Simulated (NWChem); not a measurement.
Species: InI3; SMILES [I][In]([I])[I]

```xyz
4

In     0.0000     0.0000     0.0000
I      0.6881    -2.5678     0.0000
I     -2.5678     0.6881     0.0000
I      1.8798     1.8798     0.0000
```
Atoms are numbered in this order, from 1.

All runs: NWChem. All runs use the structure optimised with PBE0/def2-SVP. No frequency run checked for a minimum. def2 effective core potentials on In, I; no spin-orbit coupling. B3LYP is NWChem's, with the RPA form of VWN correlation. Total energies compare along this basis series because the functional is fixed.

```csv
level,basis functions,energy (Ha),highest occupied level (eV),orbital gap (eV)
B3LYP/def2-SVP,104,-1083.7447,___,___
B3LYP/def2-SVPD,137,-1083.7490,-7.57,4.08
B3LYP/def2-TZVP,200,-1083.7828,-7.58,4.18
B3LYP/def2-TZVPD,233,-1083.7831,-7.59,4.17
B3LYP/def2-TZVPP,200,-1083.7828,-7.58,4.18
```

Problem. Fill in the missing entries.

Solution. 
- B3LYP/def2-SVP, highest occupied level (eV): -7.48
- B3LYP/def2-SVP, orbital gap (eV): 4.13
